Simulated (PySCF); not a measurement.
C3H13NSi2. Atoms are numbered in the order given.

```xyz
19

C      1.6236     1.1690     0.9964
C      1.1479    -0.1301     0.3436
C      1.9633    -0.4777    -0.9056
N     -0.3089    -0.1036     0.0497
Si    -1.0433     1.2772    -0.7394
Si    -1.1837    -1.5389     0.5308
H      2.6841     1.0937     1.2827
H      1.0331     1.3952     1.8967
H      1.5314     2.0224     0.3033
H      1.3150    -0.9367     1.0825
H      1.8586     0.3064    -1.6722
H      3.0338    -0.5759    -0.6637
H      1.6186    -1.4274    -1.3419
H     -2.4008     0.8654    -1.1878
H     -0.2424     1.7153    -1.9216
H     -1.1813     2.4664     0.1557
H     -2.6126    -1.3869     0.1448
H     -1.0862    -1.7541     2.0078
H     -0.6199    -2.7621    -0.1205
```

Geometry: B3LYP-D3(BJ)/def2-SVP. One conformer was computed; it need not be the lowest.

Computed with PBE/pcSseg-1 (PySCF).

GIAO shieldings, no solvent; atoms listed in one row are averaged. δ = σ(ref) − σ: ¹³C against TMS (σ = 182.0 ppm); ¹⁵N against NH3 (σ = 267.0 ppm); ²⁹Si against TMS (σ = 335.4 ppm); ¹H against TMS (σ = 31.49 ppm), references at their B3LYP-D3(BJ)/def2-TZVP geometries, non-relativistic.

```csv
nucleus,atoms,count,δ (ppm)
¹³C,C2,1,57.2
¹³C,C1,1,28.6
¹³C,C3,1,24.0
¹⁵N,N4,1,32.6
²⁹Si,Si6,1,-47.1
²⁹Si,Si5,1,-62.5
¹H,"H14, H15, H16, H17, H18, H19",6,5.09
¹H,H10,1,3.39
¹H,"H7, H8, H9",3,1.63
¹H,"H11, H12, H13",3,1.53
```
